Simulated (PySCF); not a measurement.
PySCF job for HO2, SMILES [O]O, multiplicity 2, TDA-B3LYP/def2-TZVPD. Geometry optimised at B3LYP-D3(BJ)/def2-TZVPD. The isomer is the one that the SMILES or the coordinates give; other isomers of the formula were not compared.

```python
import numpy as np
from pyscf import gto, scf, dft, tdscf

mol = gto.M(
    atom='''
    O    -0.12496628   -0.59794467    0.00000000
    O     0.02736255    0.71883142    0.00000000
    H     0.78082982   -0.96709401    0.00000000
    ''',
    basis='def2-TZVPD',
    charge=0,
    spin=1,
    max_memory=1600,
    verbose=4,
)
mf = dft.UKS(mol, xc='b3lyp').density_fit(auxbasis='def2-universal-jkfit')
mf.grids.level = 3
mf.conv_tol = 1e-9
mf.max_cycle = 100
mf.kernel()
fine, coarse = mf.grids, dft.Grids(mol).set(level=1).build(with_non0tab=True)
for _ in range(3):  # follow internal instabilities
    mf.grids = coarse
    mo, _, stable, _ = mf.stability(return_status=True, nroots=4)
    mf.grids = fine
    if stable:
        break
    mf.kernel(mf.make_rdm1(mo, mf.mo_occ))
mf.grids = dft.Grids(mol).set(level=1).build(with_non0tab=True)  # coarser grid for the response kernel
td = tdscf.TDA(mf)
td.nstates = 10
td.conv_tol = 1e-4
td.positive_eig_threshold = 1e-6
td.kernel(x0=td.get_init_guess(mf, 15))
td.analyze()
```

Output:

```
PySCF version 2.14.0

[INPUT] verbose = 4
[INPUT] num. atoms = 3
[INPUT] num. electrons = 17
[INPUT] charge = 0
[INPUT] spin (= nelec alpha-beta = 2S) = 1
[INPUT] symmetry False subgroup None
[INPUT] Mole.unit = angstrom
[INPUT] Symbol           X                Y                Z      unit          X                Y                Z       unit  Magmom
[INPUT]  1 O     -0.124966280000  -0.597944670000   0.000000000000 AA   -0.236152044006  -1.129951663943   0.000000000000 Bohr   0.0
[INPUT]  2 O      0.027362550000   0.718831420000   0.000000000000 AA    0.051707725570   1.358394513532   0.000000000000 Bohr   0.0
[INPUT]  3 H      0.780829820000  -0.967094010000   0.000000000000 AA    1.475554509693  -1.827542815607   0.000000000000 Bohr   0.0

nuclear repulsion = 32.1700815001292
number of shells = 33
number of NR pGTOs = 121
number of NR cGTOs = 89
basis = def2-TZVPD
ecp = {}


[settings echo left out]
init E= -151.086790552831
  alpha nocc = 9  HOMO = -0.289809701922211  LUMO = -0.0212326525156087
  beta  nocc = 8  HOMO = -0.331638283187497  LUMO = -0.289809701922215

WARN: HOMO -0.289809701922211 >= LUMO -0.289809701922215

cycle= 1 E= -150.941290924334  delta_E= 0.145  |g|= 0.284  |ddm|= 0.955
  alpha nocc = 9  HOMO = -0.226600354754465  LUMO = -0.0318417723819238
  beta  nocc = 8  HOMO = -0.212394878475365  LUMO = -0.082012574314156
  HOMO = -0.212394878475  LUMO = -0.0820125743142  gap/eV = 3.54788
cycle= 2 E= -150.912868997515  delta_E= 0.0284  |g|= 0.415  |ddm|= 0.419
  alpha nocc = 9  HOMO = -0.308992066389086  LUMO = -0.0176555390379889
  beta  nocc = 8  HOMO = -0.294366608389055  LUMO = -0.14011248760621
  HOMO = -0.294366608389  LUMO = -0.140112487606  gap/eV = 4.19747
cycle= 3 E= -150.971814508682  delta_E= -0.0589  |g|= 0.132  |ddm|= 0.243
  alpha nocc = 9  HOMO = -0.313288697196341  LUMO = -0.0176360352864009
  beta  nocc = 8  HOMO = -0.296390190748085  LUMO = -0.144332850137801
  HOMO = -0.296390190748  LUMO = -0.144332850138  gap/eV = 4.13769
cycle= 4 E= -150.97711135011  delta_E= -0.0053  |g|= 0.0476  |ddm|= 0.0736
  alpha nocc = 9  HOMO = -0.308463807942683  LUMO = -0.014452947683175
  beta  nocc = 8  HOMO = -0.29085153859512  LUMO = -0.134656975352449
  HOMO = -0.290851538595  LUMO = -0.134656975352  gap/eV = 4.25027
cycle= 5 E= -150.977870626456  delta_E= -0.000759  |g|= 0.0105  |ddm|= 0.0237
  alpha nocc = 9  HOMO = -0.311245469116033  LUMO = -0.01463729048114
  beta  nocc = 8  HOMO = -0.292945971062792  LUMO = -0.135018052915484
  HOMO = -0.292945971063  LUMO = -0.135018052915  gap/eV = 4.29744
cycle= 6 E= -150.977935515537  delta_E= -6.49e-05  |g|= 0.00332  |ddm|= 0.00865
  alpha nocc = 9  HOMO = -0.311550308179176  LUMO = -0.0145348655433537
  beta  nocc = 8  HOMO = -0.292887311047735  LUMO = -0.134625807645477
  HOMO = -0.292887311048  LUMO = -0.134625807645  gap/eV = 4.30651
cycle= 7 E= -150.977944336072  delta_E= -8.82e-06  |g|= 0.00101  |ddm|= 0.00401
  alpha nocc = 9  HOMO = -0.311748252576855  LUMO = -0.0144647766289481
  beta  nocc = 8  HOMO = -0.29300221052921  LUMO = -0.13467029291521
  HOMO = -0.293002210529  LUMO = -0.134670292915  gap/eV = 4.30843
cycle= 8 E= -150.977945003444  delta_E= -6.67e-07  |g|= 0.000117  |ddm|= 0.00113
  alpha nocc = 9  HOMO = -0.311760780728077  LUMO = -0.0144646624938574
  beta  nocc = 8  HOMO = -0.293012833489129  LUMO = -0.134676423007889
  HOMO = -0.293012833489  LUMO = -0.134676423008  gap/eV = 4.30855
cycle= 9 E= -150.977945021609  delta_E= -1.82e-08  |g|= 3.59e-05  |ddm|= 0.000188
  alpha nocc = 9  HOMO = -0.31175718488328  LUMO = -0.0144654519363314
  beta  nocc = 8  HOMO = -0.29301179242669  LUMO = -0.134675369660606
  HOMO = -0.293011792427  LUMO = -0.134675369661  gap/eV = 4.30855
cycle= 10 E= -150.977945023312  delta_E= -1.7e-09  |g|= 9.95e-06  |ddm|= 6.06e-05
  alpha nocc = 9  HOMO = -0.311758484848556  LUMO = -0.0144641361903695
  beta  nocc = 8  HOMO = -0.293013113660599  LUMO = -0.134675649991003
  HOMO = -0.293013113661  LUMO = -0.134675649991  gap/eV = 4.30858
cycle= 11 E= -150.977945023441  delta_E= -1.29e-10  |g|= 5.53e-06  |ddm|= 2.13e-05
  alpha nocc = 9  HOMO = -0.311756337762254  LUMO = -0.0144647305087204
  beta  nocc = 8  HOMO = -0.29301086981927  LUMO = -0.134674039535177
  HOMO = -0.293010869819  LUMO = -0.134674039535  gap/eV = 4.30856
Extra cycle  E= -150.977945023417  delta_E= 2.42e-11  |g|= 1.05e-05  |ddm|= 7.52e-06
converged SCF energy = -150.977945023417  <S^2> = 0.75419057  2S+1 = 2.0041862
tot grids = 12832
uhf_internal: lowest eigs of H = [0.07054862 0.40962283 0.41797007 0.45691062]
<class 'pyscf.df.df_jk.DFUKS'> wavefunction is stable in the internal stability analysis
tot grids = 12832
Overwritten attributes  positive_eig_threshold  of <class 'pyscf.tdscf.uks.TDA'>


******** <class 'pyscf.tdscf.uks.TDA'> for <class 'pyscf.df.df_jk.DFUKS'> ********
nstates = 10
deg_eia_thresh = 1.000e-03
wfnsym = None
conv_tol = 0.0001
eigh lindep = 1e-12
eigh level_shift = 0
eigh max_cycle = 100


Excitation energies (eV)
[1.20898355 6.07498529 6.44760267 6.5948143  6.64083085 6.74170394
 7.06528775 7.67559596 7.80369282 8.71748545]

** Excitation energies and oscillator strengths **
Excited State   1:      1.20898 eV   1025.52 nm  f=0.0000
       8b ->    9b      0.99575
Excited State   2:      6.07499 eV    204.09 nm  f=0.0019
       9a ->   10a     -0.38820
       9a ->   11a     -0.12601
       9a ->   14a     -0.11608
       9a ->   15a      0.10650
       8b ->   10b     -0.86255
       8b ->   11b      0.11586
       8b ->   16b      0.19083
Excited State   3:      6.44760 eV    192.30 nm  f=0.0740
       8a ->   12a     -0.13083
       9a ->   10a      0.24155
       7b ->    9b     -0.90509
       8b ->   10b     -0.13167
Excited State   4:      6.59481 eV    188.00 nm  f=0.0002
       8a ->   10a      0.73244
       8a ->   14a      0.10432
       6b ->    9b      0.65652
Excited State   5:      6.64083 eV    186.70 nm  f=0.0044
       9a ->   10a      0.77162
       9a ->   11a      0.17092
       9a ->   14a      0.13477
       9a ->   15a     -0.12406
       7b ->    9b      0.26746
       8b ->   10b     -0.45686
       8b ->   11b     -0.18258
       8b ->   16b     -0.10653
Excited State   6:      6.74170 eV    183.91 nm  f=0.0024
       8a ->   10a     -0.64272
       6b ->    9b      0.74172
Excited State   7:      7.06529 eV    175.48 nm  f=0.0015
       9a ->   10a     -0.40433
       9a ->   11a      0.47647
       9a ->   14a      0.11669
       9a ->   15a     -0.21427
       8b ->   11b     -0.64515
       8b ->   16b     -0.31970
Excited State   8:      7.67560 eV    161.53 nm  f=0.0013
       8a ->   10a      0.16150
       8a ->   11a     -0.88832
       8a ->   14a     -0.20987
       8a ->   15a      0.33292
       5b ->    9b     -0.10742
Excited State   9:      7.80369 eV    158.88 nm  f=0.0176
       9a ->   11a     -0.72448
       9a ->   14a     -0.12164
       9a ->   15a      0.19006
       8b ->   11b     -0.63761
Excited State  10:      8.71749 eV    142.22 nm  f=0.0066
       9a ->   13a     -0.15081
       8b ->   12b      0.96932

** Transition electric dipole moments (AU) **
state          X           Y           Z        Dip. S.      Osc.
  1         0.0000      0.0000     -0.0214      0.0005      0.0000
  2         0.0623     -0.0937     -0.0000      0.0127      0.0019
  3         0.0243     -0.6841     -0.0000      0.4685      0.0740
  4        -0.0000      0.0000      0.0309      0.0010      0.0002
  5         0.1637     -0.0202      0.0000      0.0272      0.0044
  6         0.0000     -0.0000     -0.1200      0.0144      0.0024
  7        -0.0923      0.0141      0.0000      0.0087      0.0015
  8        -0.0000      0.0000     -0.0834      0.0070      0.0013
  9        -0.2441     -0.1804     -0.0000      0.0922      0.0176
 10        -0.0855      0.1540      0.0000      0.0310      0.0066

** Transition velocity dipole moments (imaginary part, AU) **
state          X           Y           Z        Dip. S.      Osc.
  1        -0.0000      0.0000      0.0110      0.0001      0.0018
  2         0.0134     -0.0139     -0.0000      0.0004      0.0011
  3         0.0306     -0.0065      0.0000      0.0010      0.0028
  4        -0.0000      0.0000      0.0441      0.0019      0.0054
  5         0.0257     -0.0389      0.0000      0.0022      0.0059
  6         0.0000     -0.0000     -0.0400      0.0016      0.0043
  7        -0.0313      0.0083      0.0000      0.0010      0.0027
  8        -0.0000      0.0000     -0.0660      0.0044      0.0103
  9        -0.1168     -0.0256     -0.0000      0.0143      0.0332
 10        -0.0174      0.0565     -0.0000      0.0035      0.0073

** Transition magnetic dipole moments (imaginary part, AU) **
state          X           Y           Z
  1         0.0384      0.9676      0.0000
  2         0.0000     -0.0000     -0.2220
  3         0.0000      0.0000     -0.1747
  4         0.7817     -0.0208      0.0000
  5        -0.0000      0.0000     -0.5602
  6         0.4786     -0.1213     -0.0000
  7        -0.0000      0.0000      0.1083
  8         0.1992      0.0387      0.0000
  9        -0.0000     -0.0000     -0.2728
 10        -0.0000     -0.0000     -0.1174
```

Self-consistency was reached.
